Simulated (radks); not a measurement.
Values are calculated unless marked as measured or tabulated.
Isoelectronic series with 9 electrons, each ion in its NIST ground configuration. Level of theory: scalar-relativistic Kohn-Sham, r2SCAN, spin-polarised, spherical densities, finite nucleus; open shells are filled with parallel spins first (spin-orbit coupling, left out, can overturn this in heavy ions); meta-GGA in the generalised Kohn-Sham scheme; Fermi nuclear charge, rms radius of each element as measured or else 0.836 A^(1/3) + 0.57 fm (a radial shooting solver on a logarithmic mesh with Libxc functionals). Total energies (hartree) and mean radii <r> (bohr):

[
 {"ion": "F", "configuration": "[He] 2s2 2p5", "E (hartree)": "-99.79737", "2p down": "1.126", "2p up": "1.076"},
 {"ion": "Al4+", "configuration": "[He] 2s2 2p5", "E (hartree)": "-236.38345", "2p down": "0.5689", "2p up": "0.5622"},
 {"ion": "P6+", "configuration": "[He] 2s2 2p5", "E (hartree)": "-327.43680", "2p down": "0.4608", "2p up": "0.4568"},
 {"ion": "Cl8+", "configuration": "[He] 2s2 2p5", "E (hartree)": "-433.71302", "2p down": "0.3877", "2p up": "0.3850"},
 {"ion": "K10+", "configuration": "[He] 2s2 2p5", "E (hartree)": "-555.27167", "2p down": "0.3348", "2p up": "0.3328"},
 {"ion": "Sc12+", "configuration": "[He] 2s2 2p5", "E (hartree)": "-692.18412", "2p down": "0.2946", "2p up": "0.2931"},
 {"ion": "V14+", "configuration": "[He] 2s2 2p5", "E (hartree)": "-844.53262", "2p down": "0.2630", "2p up": "0.2619"},
 {"ion": "Mn16+", "configuration": "[He] 2s2 2p5", "E (hartree)": "-1012.40969", "2p down": "0.2375", "2p up": "0.2366"},
 {"ion": "Co18+", "configuration": "[He] 2s2 2p5", "E (hartree)": "-1195.91852", "2p down": "0.2165", "2p up": "0.2158"},
 {"ion": "Cu20+", "configuration": "[He] 2s2 2p5", "E (hartree)": "-1395.17272", "2p down": "0.1989", "2p up": "0.1982"},
 {"ion": "Ga22+", "configuration": "[He] 2s2 2p5", "E (hartree)": "-1610.29675", "2p down": "0.1839", "2p up": "0.1833"},
 {"ion": "As24+", "configuration": "[He] 2s2 2p5", "E (hartree)": "-1841.42651", "2p down": "0.1709", "2p up": "0.1705"},
 {"ion": "Br26+", "configuration": "[He] 2s2 2p5", "E (hartree)": "-2088.70956", "2p down": "0.1597", "2p up": "0.1593"},
 {"ion": "Rb28+", "configuration": "[He] 2s2 2p5", "E (hartree)": "-2352.30548", "2p down": "0.1498", "2p up": "0.1494"}
]
